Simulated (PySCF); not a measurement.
Compound: GaCl2(CCH), C₂HCl₂Ga.
Geometry (PBE0-D3(BJ)/def2-SVP, Å), atoms numbered from 1 in this order:
```
atom  x, y, z in Å
Ga1    0.5736    1.0005    0.0042
Cl2    2.7017    1.0516    0.0387
Cl3   -0.4080    2.8894   -0.0427
C4    -0.3757   -0.6306    0.0037
C5    -0.9793   -1.6878   -0.0003
H6    -1.5123   -2.6232   -0.0036
```

Lines to be assigned: C 1s: 290.95 (area 1), 291.25 (area 1) eV; Cl 1s: 2828.57 eV; Cl 2p3/2: 205.96 eV.

Theory: delta-SCF UKS SCAN, pcX-2 on the ionised atom, pcseg-1 elsewhere, spin-free X2C in PySCF 2.14.0. Isolated species at its PBE0-D3(BJ)/def2-SVP geometry, gas phase.

Problem. Assign the C 1s lines to atoms.

Solution. 290.95 eV: C4 (carbon bonded to C and Ga); 291.25 eV: C5 (carbon bonded to C and H). The listed C 1s values span 0.30 eV, from C4 (bonded to C and Ga) to C5 (bonded to C and H).

Bonded neighbours of each site: Cl2/Cl3: Ga; C4: C and Ga; C5: C and H.

Problem. What is the longest wavelength that can ionise Cl 1s of Cl2 (atom 2)/Cl3 vertically?

Solution. λ = hc/E = 12398.42 eV Å / 2828.57 eV = 4.383 Å.

The first atom of each set that the bonding makes equivalent was ionised and stands for the set. The unrestricted hole states depart most from a pure doublet (⟨S²⟩ = 0.75; over 0.85 named) for C 1s of C4 (0.87) and C 1s of C5 (0.87), which makes these values less certain. The 2p values aren't plain energy differences: one relaxed spin-free 2p hole is combined with a matrix within the shell (ground-state 2p orbital-energy differences and spin–orbit coupling). 2p3/2, the mean of its two sublevels, lies a third of the splitting below the shell's mean and 2p1/2 two thirds above it; the statistical areas are 2:1. 2p1/2 minus 2p3/2 (ligand field included): Cl 1.65 eV. No level of gallium is listed.

Hardware: an Arm Neoverse V2 with one thread (shared host). Cost: 13 s wall.
